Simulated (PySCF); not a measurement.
A species of formula C2H11NOSi2 has this rotational fingerprint, computed with PBE0-D3(BJ)/def2-SVP geometry optimisation, gas phase (PySCF):

| Item | Value |
| --- | --- |
| Rotational constants | A = 3131, B = 1575, C = 1149 MHz |
| Dipole components | \|μa\| = 2.99 D, \|μb\| = 0.39 D, \|μc\| = 1.19 D |
| Inertial defect | -42.60 u·Å² |
| κ | -0.57 |

Question: Which candidate fits, each taken in the one conformer that was computed?
A. `[CH3:1][CH2:2][O:3][Si@@H:4]([NH2:5])[SiH3:6]` with C1–C2–O3–Si4 -171°, C2–O3–Si4–N5 59°, O3–Si4–N5–H 67° and -92°
B. `[CH3:1][O:2][CH2:3][SiH2:4][SiH2:5][NH2:6]` with C1–O2–C3–Si4 180°, O2–C3–Si4–Si5 43°, C3–Si4–Si5–N6 170°, Si4–Si5–N6–H 52° and -172°
C. `[NH2:1][SiH2:2][CH2:3][CH2:4][SiH2:5][OH:6]` with H–N1–Si2–C3 -64° and 168°, N1–Si2–C3–C4 -70°, Si2–C3–C4–Si5 69°, C3–C4–Si5–O6 -67°, C4–Si5–O6–H 53°
D. `[CH3:1][CH2:2][O:3][SiH2:4][SiH2:5][NH2:6]` with C1–C2–O3–Si4 82°, C2–O3–Si4–Si5 171°, O3–Si4–Si5–N6 -174°, Si4–Si5–N6–H -167° and 55°
E. `[CH3:1][CH2:2][O:3][SiH2:4][NH:5][SiH3:6]` with C1–C2–O3–Si4 -177°, C2–O3–Si4–N5 176°, O3–Si4–N5–Si6 -3°

Answer: C. It is N[SiH2]CC[SiH2]O, an asymmetric top, point group C1. The candidates at the same level (rigid rotor, commonest isotopes):

```
             SMILES  A (MHz)  B (MHz)  C (MHz)  μa (D)  μb (D)  μc (D)  Δ (u·Å²)  point group                        rotor
   CCO[SiH2][SiH2]N     7515    818.6    790.6    0.45    0.74    0.81    -45.36           C1  near-prolate asymmetric top
CCO[Si@@H](N)[SiH3]     3427     1154    938.6    1.20    2.03    0.53    -47.12           C1               asymmetric top
   COC[SiH2][SiH2]N     4403     1014    862.3    0.32    0.08    0.07    -27.14           C1  near-prolate asymmetric top
   CCO[SiH2]N[SiH3]     3264     1323    974.5    0.53    1.06    0.04    -18.26      near Cs               asymmetric top
   N[SiH2]CC[SiH2]O     3131     1575     1149    2.99    0.39    1.19    -42.60           C1               asymmetric top
```

`COC[SiH2][SiH2]N` has A 41 % too high; `CCO[Si@@H](N)[SiH3]` has B 27 % too low; `CCO[SiH2]N[SiH3]` has B 16 % too low; `CCO[SiH2][SiH2]N` has A 140 % too high. No structure here is proved a minimum.
